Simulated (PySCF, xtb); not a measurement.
C3H7NOSi, SMILES [SiH2]1NCC=CO1. One conformer was computed; it need not be the lowest.

Harmonic wavenumbers (cm⁻¹) from GFN2-xTB (xtb) at its own minimum, in rising order: 91, 109, 354, 390, 440, 484, 532, 586, 709, 746, 750, 807, 815, 837, 871, 953, 995, 1088, 1179, 1202, 1248, 1275, 1331, 1388, 1483, 1729, 2223, 2309, 2791, 2884, 3036, 3101, 3479.

Question: What does B3LYP-D3(BJ)/def2-SVP run with PySCF 2.14.0 give at its own minimum? (An estimate is asked for; the answer gives what the named calculation found.)

Answer: 93, 136, 288, 398, 435, 470, 662, 686, 738, 761, 780, 879, 900, 917, 961, 1006, 1017, 1080, 1164, 1237, 1293, 1315, 1398, 1442, 1488, 1727, 2202, 2251, 2932, 2992, 3170, 3194, 3621. Paired by order, the mean absolute difference is 54 cm⁻¹ and the zero-point energies are 60.3 and 62.4 kcal/mol.
